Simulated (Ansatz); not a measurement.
`[F][Al]([Cl])[O][SiH3]` and `[F][Al]([Cl])[SeH]` differ in one atom or group.

Ansatz, PBE0-D4/def2-TZVP geometries, multiplicity 1. Each molecule was computed in one conformer, which needn't be the lowest.

Scalar relativity is left out up to krypton. Spin–orbit coupling is left out; it splits and shifts lone-pair levels of the heavy atoms by tenths of an eV.

| property | `[F][Al]([Cl])[O][SiH3]` |
| --- | --- |
| HOMO–LUMO gap (PBE0/def2-TZVPP) / eV | 7.92 |
| size of the dipole moment (B3LYP/def2-TZVPP) / D | 1.14 |
| LUMO energy (ωB97M-V/def2-TZVPP) / eV | 0.48 |
| LUMO energy (PBE/def2-TZVPP) / eV | -2.04 |
| LUMO energy (B3LYP/def2-TZVPP) / eV | -1.46 |
| HOMO–LUMO gap (PBE/def2-TZVPP) / eV | 5.60 |

(1) Give the same properties after the change, and the shifts. (Best estimate.)

## Answers

(1) Computed: 
| property | `[F][Al]([Cl])[SeH]` | shift |
| --- | --- | --- |
| HOMO–LUMO gap (PBE0/def2-TZVPP) / eV | 6.73 | -1.19 |
| size of the dipole moment (B3LYP/def2-TZVPP) / D | 1.09 | -0.05 |
| LUMO energy (ωB97M-V/def2-TZVPP) / eV | 0.56 | 0.08 |
| LUMO energy (PBE/def2-TZVPP) / eV | -1.96 | 0.08 |
| LUMO energy (B3LYP/def2-TZVPP) / eV | -1.40 | 0.06 |
| HOMO–LUMO gap (PBE/def2-TZVPP) / eV | 4.75 | -0.85 |

Dipoles are sizes alone; their direction can turn.

Positive LUMOs are unbound, so they and the gaps depend on the basis.

B3LYP here is the variant with VWN-RPA as its local correlation; programs differ in this.
